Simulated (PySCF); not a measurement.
Sc(Cl)3 anion (Cl3Sc), SMILES [Cl][Sc]([Cl])[Cl] (connectivity only; charge and spin as stated), charge -1, multiplicity 2.

Coordinates come from a PBE0-D3(BJ)/def2-SVPD optimisation. The multiplicity is an assumed one; other spin states were not compared. The isomer is the one that the SMILES or the coordinates give; other isomers of the formula were not compared.

Calculation: PBE0-D3(BJ)/def2-SVPD (PySCF).

Frequencies are harmonic and unscaled.

Modes within 1.5 cm⁻¹ of each other (mostly degenerate sets) share a row, with their intensities summed.

```tsv
mode	ν (cm⁻¹)	IR (km/mol)	moving atoms (share of kinetic energy)
1	78	2.1	Sc 70 %, Cl 30 %
2–3	82	4.8	Cl 87 %, Sc 13 %
4	264	0.0	Cl 100 %
5–6	370	254.4	Sc 57 %, Cl 43 %
```
